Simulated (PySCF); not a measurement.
A calculated (M06-2X, PySCF 2.14, aug-cc-pVDZ-DK, scalar relativity by spin-free X2C-1e) atom or ion has these occupied shells.

| shell | electrons | orbital energy (eV) | rms radius, mean of both spins (bohr) |
| --- | --- | --- | --- |
| 1s α | 1 | -582.52 | 0.230 |
| 1s β | 1 | -580.94 | 0.230 |
| 2s α | 1 | -65.948 | 1.14 |
| 2s β | 1 | -60.117 | 1.14 |
| 2p α | 2 | -50.184 | 1.10 |

Q: Name the element and its charge.

A: O²⁺ (oxygen, charge +2), in [He] 2s2 2p2, high-spin 3P determinant.
